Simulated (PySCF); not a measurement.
# One molecule, several mistakes: AlBCH5O

These are calculations, not measurements. They come from PySCF 2.14.0, an open-source quantum chemistry program, on an isolated molecule that a program drew, which may never have been made. The molecule is AlBCH5O (charge 0, doublet), drawn as the SMILES string `[BH2][AlH][CH]O`.

Each row is a Hartree-Fock (HF) and frozen-core CCSD(T) single point in the cc-pV(D+d)Z basis, meant for a local HF minimum. Run 1 is clean. Each other run has one planted mistake out of seven kinds, and not every kind appears here: one electron removed, one electron added, multiplicity raised by two, geometry at a saddle point, minimal basis STO-3G, one bond length entered in bohr, all coordinates scaled. The reference is restricted for singlets and unrestricted otherwise, and also for a bond in bohr. Adding or removing an electron swaps singlet and doublet. Electrons count all cores. HOMO and LUMO are orbital energies over both spins, the gradient is its largest component, and the lowest frequency (negative if imaginary) is given only where the gradient is small. Bond lengths are over the 8 bonds as drawn. T1 is the CCSD diagnostic: over 0.02 (restricted) or 0.045 (unrestricted) a single reference is doubtful.

Geometry of the clean run:
```xyz
9
AlBCH5O, angstrom
B     0.3511    2.6670    0.4441
Al    0.7042    0.6474    1.0955
C     1.8363   -0.5659    0.1096
O     2.1237   -1.8523    0.4308
H    -0.5625    2.9648   -0.2821
H     1.0429    3.5905    0.7896
H     0.0614    0.0321    2.4172
H     2.3572   -0.3177   -0.8142
H     1.6833   -2.0970    1.2315
```

| run | electrons | basis functions | <S^2> | HOMO (eV) | LUMO (eV) | gradient (hartree/bohr) | lowest frequency (cm^-1) | mean bond (Å) | longest bond (Å) | T1 | HF (hartree) | CCSD(T) (hartree) | mistake |
|---|---|---|---|---|---|---|---|---|---|---|---|---|---|
| 1 | 37 | 90 | 0.759 | -8.51 | 1.13 | 2.7e-05 | 117 | 1.4345 | 2.151 | 0.0207 | -382.16174 | -382.67267 | no fault |
| 2 | 37 | 90 | 0.759 | -8.48 | 0.41 | 4.6e-05 | -129 | 1.4366 | 2.171 | 0.0235 | -382.15773 | -382.66838 | geometry at a saddle point |
| 3 | 37 | 90 | 3.769 | -7.74 | -0.71 | 4.4e-02 | - | 1.4345 | 2.151 | 0.0238 | -382.07338 | -382.57476 | multiplicity raised by two |
| 4 | 38 | 90 | 0.000 | -0.25 | 5.85 | 5.3e-02 | - | 1.4345 | 2.151 | 0.0169 | -382.12474 | -382.68445 | ? |

**Which mistake was planted in run 4, and what did it cost?**

It counts 38 electrons, one more than the clean run, at the same geometry and basis. So the mistake is: one electron added. Subtracting run 1 and multiplying by 627.51 kcal/mol a hartree, the energy moved by 23.2 kcal/mol in HF and -7.4 kcal/mol in CCSD(T).

